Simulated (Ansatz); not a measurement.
Ansatz (an electronic-structure program) input file for Sn(CF3)(H)3 (CH3F3Sn), SMILES F[C](F)(F)[SnH3], PBE/def2-SVPD. Geometry: B3LYP-D3(BJ)/def2-SVP. The structure was generated by enumeration; whether it is a known compound was not checked. The def2 effective core potentials stand for the cores of Sn; spin–orbit coupling is left out.

Ansatz 0.2 input:
```yaml
crystal:
  periodic: [false, false, false]
  atoms:
    - {symbol: Sn, position_ang: [0.00000000, -0.00000000, -0.98898518]}
    - {symbol: C, position_ang: [0.00000000, -0.00000000, 1.22604673]}
    - {symbol: F, position_ang: [-1.08465223, 0.62622426, 1.72515814]}
    - {symbol: F, position_ang: [1.08465223, 0.62622425, 1.72515815]}
    - {symbol: F, position_ang: [-0.00000000, -1.25244851, 1.72515815]}
    - {symbol: H, position_ang: [-1.41650745, -0.81782096, -1.49543051]}
    - {symbol: H, position_ang: [1.41650745, -0.81782095, -1.49543051]}
    - {symbol: H, position_ang: [0.00000000, 1.63564191, -1.49543052]}
basis:
  gaussian:
    orbitals: def2-SVPD
hamiltonian:
  xc: {name: PBE}
```

Program output:

```
WARN ansatz: RAYON_NUM_THREADS=1 ignored (pool sized by the plan → 1); use --threads N
Functional definition: PBE
integrals: 0.08 GiB planned
1269 factors; their error is unknown
mean field: 0.52 GiB planned
mean field evaluation 1: about -15049.1254 eV, gradient 3.9e1 eV
mean field evaluation 2: about -15044.9950 eV, gradient 6.6e1 eV
mean field evaluation 4: about -15051.5540 eV, gradient 2.4e0 eV
mean field evaluation 8: about -15051.5662 eV, gradient 2.0e-2 eV
mean field evaluation 16: about -15051.5182 eV, gradient 5.9e-5 eV
mean field -15051.51820481 eV, -553.1330917412 hartree, gradient 5.9e-5 eV, S^2 0.000000; 0 other end points of the search recorded, 0 dependent functions left out
reference -15051.51825292 eV, -553.1330935092 hartree; 29, 29 occupied and 116, 116 virtual orbitals, 1269 factors
Total energy: -15051.51825292 eV, -553.1330935092 hartree
```

The calculation finished and met its thresholds.
